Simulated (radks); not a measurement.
Question: The indium ion In2+, configuration [Kr] 4d9.75 5s1 5d0.25 (fractional occupations, a model configuration). All-electron calculation, Dirac Kohn-Sham, LDA (Slater exchange, Perdew-Wang correlation), spin-unpolarised, spherical densities, finite nucleus; open shells fill j = l - 1/2 first; Fermi nuclear charge, rms radius 4.6156 fm. Program: a radial shooting solver on a logarithmic mesh with Libxc functionals. Some entries of the table are withheld. Estimate them.

orbital  occ.  eigenvalue (eV)  <r^2> (bohr^2)  <r> (bohr)
1s1/2       2        -27722.99        0.001197     0.02974
2s1/2       2        -4168.514         0.01945      0.1282
2p1/2       2        -3891.159             (1)      0.1085
2p3/2       4        -3680.589             (2)      0.1138
3s1/2       2        -807.4356          0.1394      0.3489
3p1/2       2        -695.3107          0.1343      0.3398
3p3/2       4        -657.2785          0.1430      0.3510
3d3/2       4              (3)          0.1237      0.3225
3d5/2       6              (4)          0.1263      0.3260
4s1/2       2        -140.0843          0.8125      0.8468
4p1/2       2        -103.3207          0.9246      0.8988
4p3/2       4         -96.5647          0.9886      0.9293
4d3/2       4         -39.5041           1.567       1.148
4d5/2    5.75         -38.6096           1.609       1.163
5s1/2       1         -25.3339           5.929       2.295
5p1/2       0         -17.9893           8.314       2.710
5p3/2       0         -17.3460           8.834       2.795
6s1/2       0          -9.2836           29.88       5.176
5d3/2    0.25              (5)             (6)       4.275
5d5/2       0              (7)             (8)       4.305
4f5/2       0          -4.8536           42.52       6.111
4f7/2       0          -4.8532           42.53       6.112
6d3/2       0          -4.3000           84.64       8.650
6d5/2       0          -4.2784           85.47       8.693

Answer: 
(1) 2p1/2 <r^2> (bohr^2): 0.01447
(2) 2p3/2 <r^2> (bohr^2): 0.01578
(3) 3d3/2 eigenvalue (eV): -458.1240
(4) 3d5/2 eigenvalue (eV): -450.3227
(5) 5d3/2 eigenvalue (eV): -8.8250
(6) 5d3/2 <r^2> (bohr^2): 20.71
(7) 5d5/2 eigenvalue (eV): -8.7682
(8) 5d5/2 <r^2> (bohr^2): 21.00
